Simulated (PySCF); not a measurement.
**Nitrogen: a sound run and one with changed settings**

Sound run: N⁺ [He] 2s2 2p2, N²⁺ [He] 2s2 2p1. Calculation: PySCF 2.14, in def2-SVP (3s2p1d, 14 functions); the non-relativistic Hamiltonian (point nucleus). The sound run starts from symmetry-adapted Hartree-Fock orbitals and uses a fine grid where one is needed.

Changed run: initial guess sap, at most 5 SCF cycles. This setting is unsound on purpose.

| species | method | sound run (hartree) | changed run (hartree) | converged |
| --- | --- | --- | --- | --- |
| N⁺ | UHF | -53.82066 | -53.82066 | no |
| N⁺ | PBE | -53.92579 | -53.92579 | no |
| N⁺ | M06-L | -53.98966 | -53.98966 | no |
| N²⁺ | UHF | -52.74178 | -52.74178 | no |
| N²⁺ | PBE | -52.82098 | -52.82098 | no |
| N²⁺ | M06-L | -52.89178 | -52.89178 | no |

The SCF was stopped early; the energies are upper bounds that still move, and correlated levels were skipped or rest on poor orbitals.
